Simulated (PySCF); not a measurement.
Trends in electronic spectra. Method: PySCF 2.14.0, density-fitted response routines, TDDFT PBE0/def2-SVPD, vertical, gas phase, core orbitals frozen in the response. Geometries: GFN2-xTB; one conformer of each isolated species. Triplets are in the Tamm–Dancoff approximation.

Question: Rank by computed lowest singlet excitation energy, highest first.
A. `[SiH3]NC(=O)CC(F)F`
B. `[SiH2]1C[SiH](C(C)=C)C1`
C. `C(=C)CC1[SiH2]C[SiH2]1`
D. `[H]/N=C(\C)CCC(F)(F)F`
E. `C#CC1=CC=CC=C1C#N`
F. `[H]/N=C(\CCC)C(F)(F)F`
G. `CC(C)(N)C(F)=C(F)F`
H. `CC(=S)S[SiH2]Cl`

Answer: G (6.44 eV), C (6.09 eV), B (5.96 eV), A (5.82 eV), D (5.43 eV), F (5.17 eV), E (4.68 eV), H (2.75 eV).

```csv
SMILES,S1 (eV),gap (eV),HOMO (eV),LUMO (eV),α (au),first f ≥ 0.01 (nm),S1 mainly
CC(C)(N)C(F)=C(F)F,6.44,7.70,-7.32,0.38,72.1,193,H→L (78%)
C=CCC1[SiH2]C[SiH2]1,6.09,7.16,-7.36,-0.19,111.6,204,H-1→L (76%)
C=C(C)[SiH]1C[SiH2]C1,5.96,7.05,-7.43,-0.38,111.5,194,H-1→L (95%)
O=C(CC(F)F)N[SiH3],5.82,8.00,-8.18,-0.18,74.8,170,H→L (96%)
[H]/N=C(\C)CCC(F)(F)F,5.43,7.42,-7.61,-0.19,69.6,177,H→L (98%)
[H]/N=C(\CCC)C(F)(F)F,5.17,7.24,-8.19,-0.95,70.1,166,H→L (99%)
C#Cc1ccccc1C#N,4.68,5.47,-7.45,-1.98,108.1,265,H→L (53%)
CC(=S)S[SiH2]Cl,2.75,4.42,-6.68,-2.26,106.1,277,H→L (100%)
```

H and L stand for HOMO and LUMO.
